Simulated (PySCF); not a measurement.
# Two-dimensional NMR puzzle

Compound of formula C$_{4}$H$_{5}$F$_{3}$O$_{2}$Si. Correlations simulated from computed shifts and the bond graph:

HSQC (one-bond C–H):
```csv
δH,δC
9.93,190.5
6.29,115.5
```

HMBC (two and three bonds, from the bond graph):
```csv
δH,δC
9.93,"158.1, 115.5"
6.29,"190.5, 158.1, 132.7"
5.40,158.1
```

Carbons without hydrogens: δ 158.1, 132.7.

[PySCF 2.14: σ from GIAO-PBE0/pcSseg-1; coordinates at the GFN2-xTB level; single conformer; non-relativistic Hamiltonian; gas phase; equivalent nuclei averaged]

Referencing at the same level of theory: TMS for 1H, 13C.

Exchangeable hydrogens are left out of these lists.

Which molecule is this?

## Answers

SMILES O=C/C(=C/C(F)(F)F)O[SiH3].

Numbering as in the mapped SMILES `[O:1]=[CH:2]/[C:3](=[CH:4]/[C:5]([F:6])([F:7])[F:8])[O:9][SiH3:10]` (H(Xn): hydrogen on atom n).

- δC 190.5 is C2, an aldehyde carbonyl carbon (δH 9.93).
- δC 158.1 is C3, an alkene carbon bearing oxygen.
- δC 132.7 is C5, a CF3 carbon.
- δC 115.5 is C4, a β carbon of a C=C–C=O unit (δH 6.29).
- HMBC from δH 9.93 reaches the proton-free carbon C3.
- HMBC from δH 6.29 reaches the proton-free carbons C3, C5.
- HMBC from δH 5.40 reaches the proton-free carbon C3.

The shifts were computed for this structure.

Shifts are as computed. Against solution values, carbons near 30 ppm lie about +3 ppm off and those near 130 ppm about +5 ppm. Of 1211 compounds with measured shifts, 218 miss one by over three times the rms of a fit or turn the order of signals round; such compounds aren't used in these exercises.
